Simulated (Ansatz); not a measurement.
C$_{2}$H$_{6}$AlFSi (`F/[C]([AlH2])=C\[SiH3]`). The species carries charge 0 and has multiplicity 1.

Z-matrix (Å, degrees):
```
Si
C 1 1.870
H 1 1.485 2 110.7
H 1 1.485 2 110.7 3 -120.9
H 1 1.486 2 108.5 3 119.6
C 2 1.334 1 124.0 3 60.1
H 2 1.087 1 120.2 3 -119.9
Al 6 1.962 2 124.6 1 180.0
F 6 1.363 2 117.1 1 0.0
H 8 1.581 6 121.1 2 180.0
H 8 1.583 6 115.2 2 -0.0
```

Question: Give the diagnostics of a CCSD(T)/def2-TZVPP run (frozen core, Ansatz 0.2.0). (Best estimate.)

Answer: Computed: T1 = 0.0130, largest single amplitude 0.020, largest double 0.054, (T) share of the correlation energy 3.7 %, 10 CCSD cycles. The RHF solution is stable towards an unrestricted one. T1 lies under the customary mark of 0.02 for closed shells.
